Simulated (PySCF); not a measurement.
A geometry optimisation, step by step.

Compound: C₆H₁₂GeSi.
Numbering: `[CH:1]#[C:2][C@@H:3]([GeH3:4])[SiH2:5][C:6](=[CH2:7])[CH3:8]` (hydrogens: H9 on C1; H10 on C3; H11, H12, H13 on Ge4; H14, H15 on Si5; H16, H17 on C7; H18, H19, H20 on C8)

Computed by this run: PBE0-D3(BJ)/def2-SVP geometry optimisation, gas phase (PySCF); density fitting, grid level 1; the optimiser is geomeTRIC in internal coordinates, started from a GFN2-xTB structure with every atom displaced at random (about 0.01 Å). 7 of its 10 geometries are shown. The frame can shift and turn from step to step; on so coarse a grid that alone can change the energy by a few meV, and forces under 0.02 eV/Å are noise.

Step 0: E = -70778.7122 eV, largest atomic force 2.027 eV/Å
```
atom  x, y, z in Å  |  force x, y, z in eV/Å
C1     -3.043   -1.948   -1.426   -0.354  -0.323  -0.219
C2     -2.324   -1.105   -0.978    0.881   0.998   0.626
C3     -1.424   -0.143   -0.431    1.043  -0.487   0.462
Ge4    -1.427   -0.200    1.556   -1.395  -0.193  -0.523
Si5     0.362   -0.463   -1.103   -0.440   0.837   0.905
C6      1.535    0.762   -0.239    0.343  -1.364   0.313
C7      1.557    2.046   -0.537   -0.425   0.895  -0.519
C8      2.460    0.200    0.810   -1.999   0.134   0.304
H9     -3.725   -2.620   -1.824   -0.998  -1.146  -0.617
H10    -1.719    0.860   -0.717   -0.074   0.665  -0.136
H11    -2.877   -0.068    2.071   -0.037   0.004  -0.148
H12    -0.925   -1.496    2.100    0.443  -0.790   0.105
H13    -0.678    0.918    2.149    0.840   1.038   0.382
H14     0.334   -0.242   -2.539    0.035   0.062  -0.790
H15     0.754   -1.848   -0.782    0.081  -0.313   0.069
H16     0.904    2.474   -1.290   -0.244   0.134  -0.338
H17     2.204    2.763   -0.046    0.363   0.209   0.313
H18     1.848   -0.294    1.597    0.311   0.041  -0.106
H19     3.051    0.963    1.279    0.615   0.680   0.387
H20     3.080   -0.546    0.381    1.011  -1.082  -0.470
```

Step 2: E = -70778.9982 eV, largest atomic force 0.109 eV/Å
```
atom  x, y, z in Å  |  force x, y, z in eV/Å
C1     -3.174   -1.855   -1.851   -0.056   0.050   0.003
C2     -2.432   -1.013   -1.389    0.031  -0.025  -0.002
C3     -1.504   -0.064   -0.819   -0.085   0.045  -0.019
Ge4    -1.570   -0.157    1.156    0.059   0.030   0.008
Si5     0.239   -0.345   -1.529    0.058  -0.092  -0.008
C6      1.483    0.789   -0.684   -0.056   0.042   0.027
C7      1.530    2.082   -1.040    0.029  -0.033  -0.041
C8      2.346    0.228    0.408    0.051  -0.036   0.011
H9     -3.863   -2.571   -2.259    0.033  -0.024  -0.004
H10    -1.797    0.968   -1.086    0.014  -0.014   0.018
H11    -3.034   -0.042    1.608   -0.014   0.003   0.009
H12    -0.985   -1.504    1.617    0.008  -0.002  -0.002
H13    -0.739    1.000    1.747   -0.020  -0.034  -0.011
H14     0.195   -0.090   -3.000   -0.010   0.028   0.007
H15     0.609   -1.772   -1.280    0.004   0.011  -0.011
H16     0.908    2.485   -1.847   -0.002   0.011   0.004
H17     2.204    2.793   -0.545   -0.005  -0.002  -0.001
H18     1.741   -0.243    1.201    0.003   0.011   0.002
H19     2.975    1.003    0.874   -0.011  -0.004  -0.001
H20     3.009   -0.566    0.021   -0.030   0.034   0.011
```

Step 3: E = -70779.0009 eV, largest atomic force 0.052 eV/Å
```
atom  x, y, z in Å  |  force x, y, z in eV/Å
C1     -3.188   -1.834   -1.858   -0.012   0.049   0.013
C2     -2.440   -1.000   -1.390    0.016  -0.028   0.002
C3     -1.504   -0.062   -0.815   -0.037  -0.017   0.001
Ge4    -1.547   -0.177    1.160   -0.034  -0.019  -0.029
Si5     0.237   -0.353   -1.530    0.011  -0.018   0.009
C6      1.475    0.789   -0.683   -0.020  -0.014   0.002
C7      1.532    2.072   -1.068    0.037   0.010  -0.009
C8      2.327    0.244    0.428   -0.040   0.022   0.013
H9     -3.869   -2.552   -2.275    0.002  -0.025  -0.010
H10    -1.791    0.974   -1.069    0.014   0.018   0.005
H11    -3.004   -0.057    1.635   -0.001  -0.002   0.003
H12    -0.964   -1.531    1.595    0.011  -0.024   0.004
H13    -0.703    0.963    1.753    0.023   0.040   0.018
H14     0.192   -0.086   -2.998   -0.006   0.014  -0.006
H15     0.605   -1.780   -1.285    0.005   0.001  -0.005
H16     0.922    2.466   -1.889   -0.002  -0.018   0.004
H17     2.204    2.789   -0.580    0.004   0.008   0.003
H18     1.713   -0.206    1.226    0.009   0.009  -0.007
H19     2.954    1.026    0.883    0.006   0.013   0.006
H20     2.988   -0.558    0.063    0.014  -0.020  -0.018
```

Step 4: E = -70779.0020 eV, largest atomic force 0.063 eV/Å
```
atom  x, y, z in Å  |  force x, y, z in eV/Å
C1     -3.200   -1.816   -1.866    0.004   0.021   0.008
C2     -2.448   -0.991   -1.389    0.008  -0.015   0.001
C3     -1.508   -0.062   -0.807    0.009  -0.034   0.012
Ge4    -1.537   -0.201    1.168   -0.046  -0.030  -0.025
Si5     0.233   -0.354   -1.526   -0.018   0.038   0.011
C6      1.472    0.792   -0.685    0.035  -0.031   0.022
C7      1.549    2.065   -1.096   -0.022  -0.003  -0.046
C8      2.313    0.264    0.442   -0.053   0.024   0.021
H9     -3.873   -2.535   -2.293   -0.009  -0.010  -0.005
H10    -1.790    0.978   -1.047    0.010   0.020  -0.001
H11    -2.990   -0.085    1.658    0.001  -0.003   0.000
H12    -0.952   -1.563    1.580    0.006  -0.013   0.003
H13    -0.687    0.929    1.770    0.019   0.040   0.015
H14     0.185   -0.077   -2.993   -0.006   0.003  -0.007
H15     0.601   -1.782   -1.288    0.008  -0.001  -0.001
H16     0.947    2.439   -1.933    0.011   0.026   0.004
H17     2.222    2.790   -0.620   -0.001  -0.010  -0.001
H18     1.691   -0.163    1.247    0.009  -0.001  -0.002
H19     2.944    1.050    0.884    0.009   0.008   0.004
H20     2.968   -0.552    0.097    0.024  -0.029  -0.014
```

Step 6: E = -70779.0040 eV, largest atomic force 0.052 eV/Å
```
atom  x, y, z in Å  |  force x, y, z in eV/Å
C1     -3.211   -1.790   -1.879    0.016  -0.029  -0.006
C2     -2.455   -0.982   -1.381   -0.016   0.015  -0.010
C3     -1.516   -0.066   -0.778    0.046  -0.005   0.024
Ge4    -1.545   -0.256    1.192   -0.001  -0.002   0.009
Si5     0.222   -0.340   -1.515   -0.021   0.024  -0.001
C6      1.477    0.803   -0.694    0.007  -0.006  -0.015
C7      1.596    2.053   -1.164    0.007   0.005   0.006
C8      2.296    0.301    0.461   -0.005   0.004  -0.002
H9     -3.878   -2.505   -2.325   -0.008   0.016   0.006
H10    -1.794    0.981   -0.993   -0.006  -0.004  -0.003
H11    -2.998   -0.168    1.687    0.002  -0.004  -0.005
H12    -0.942   -1.621    1.570   -0.001   0.014   0.001
H13    -0.707    0.874    1.823   -0.011  -0.010  -0.008
H14     0.154   -0.048   -2.978   -0.007  -0.006   0.003
H15     0.597   -1.769   -1.295    0.006  -0.004  -0.004
H16     1.017    2.412   -2.022   -0.001  -0.004  -0.001
H17     2.288    2.775   -0.711    0.001   0.000   0.001
H18     1.661   -0.074    1.281   -0.006  -0.004   0.000
H19     2.946    1.090    0.871    0.000  -0.006  -0.004
H20     2.932   -0.545    0.152   -0.003   0.006   0.006
```

Step 8: E = -70779.0052 eV, largest atomic force 0.035 eV/Å
```
atom  x, y, z in Å  |  force x, y, z in eV/Å
C1     -3.211   -1.774   -1.882    0.021  -0.024  -0.005
C2     -2.452   -0.979   -1.367   -0.028   0.021   0.002
C3     -1.516   -0.074   -0.741    0.009   0.010   0.007
Ge4    -1.548   -0.316    1.222    0.010   0.015   0.008
Si5     0.210   -0.312   -1.514    0.009  -0.033  -0.009
C6      1.484    0.821   -0.717   -0.002   0.016   0.005
C7      1.666    2.043   -1.240    0.001  -0.012   0.004
C8      2.259    0.341    0.478    0.013  -0.014  -0.005
H9     -3.882   -2.474   -2.343   -0.005   0.008   0.002
H10    -1.807    0.976   -0.925   -0.004  -0.007  -0.002
H11    -3.006   -0.287    1.708   -0.002  -0.003  -0.002
H12    -0.902   -1.668    1.576    0.003   0.003   0.001
H13    -0.754    0.827    1.884   -0.007  -0.011  -0.003
H14     0.101   -0.001   -2.971    0.000   0.005   0.004
H15     0.604   -1.741   -1.325   -0.003   0.001  -0.006
H16     1.119    2.383   -2.126    0.003   0.007  -0.001
H17     2.379    2.756   -0.805   -0.002   0.002  -0.001
H18     1.594    0.028    1.300   -0.002   0.005  -0.001
H19     2.933    1.120    0.867   -0.004   0.000   0.000
H20     2.867   -0.543    0.222   -0.010   0.011   0.002
```

Step 9: E = -70779.0052 eV, largest atomic force 0.024 eV/Å
```
atom  x, y, z in Å  |  force x, y, z in eV/Å
C1     -3.209   -1.774   -1.879    0.016  -0.013  -0.002
C2     -2.451   -0.979   -1.362   -0.018   0.013   0.008
C3     -1.515   -0.076   -0.733    0.001   0.002  -0.001
Ge4    -1.544   -0.327    1.229    0.000   0.006   0.000
Si5     0.207   -0.307   -1.517    0.005  -0.016  -0.004
C6      1.485    0.825   -0.723   -0.004   0.007   0.005
C7      1.682    2.041   -1.255   -0.002  -0.005  -0.002
C8      2.246    0.349    0.482    0.006  -0.006   0.000
H9     -3.881   -2.472   -2.342   -0.004   0.002   0.000
H10    -1.811    0.974   -0.912    0.002  -0.001  -0.003
H11    -3.003   -0.315    1.713    0.000  -0.003  -0.001
H12    -0.884   -1.672    1.578    0.003  -0.001   0.001
H13    -0.763    0.821    1.896   -0.001   0.000   0.002
H14     0.088    0.011   -2.972    0.001   0.006   0.001
H15     0.605   -1.736   -1.338   -0.003   0.001  -0.003
H16     1.145    2.379   -2.148    0.001   0.001  -0.001
H17     2.399    2.749   -0.821   -0.001   0.000   0.000
H18     1.573    0.051    1.302    0.001   0.003   0.001
H19     2.925    1.126    0.867   -0.001   0.002   0.001
H20     2.847   -0.543    0.238   -0.001   0.001   0.000
```

Q: Summarise the path.

A: The energy falls by 0.2930 eV from step 0 to step 9; nine tenths of that is first reached at step 1. It falls at every step. The largest force goes from 2.027 to 0.024 eV/Å. Among the bonds Ge4–H13 changes most, from 1.471 to 1.540 Å; the atoms move by 0.267 Å rms after alignment.

The cost below is that of the whole optimisation. On an Arm Neoverse V1 with one thread, on a shared host, this took 4.0 min and 0.89 GiB of memory at its peak.
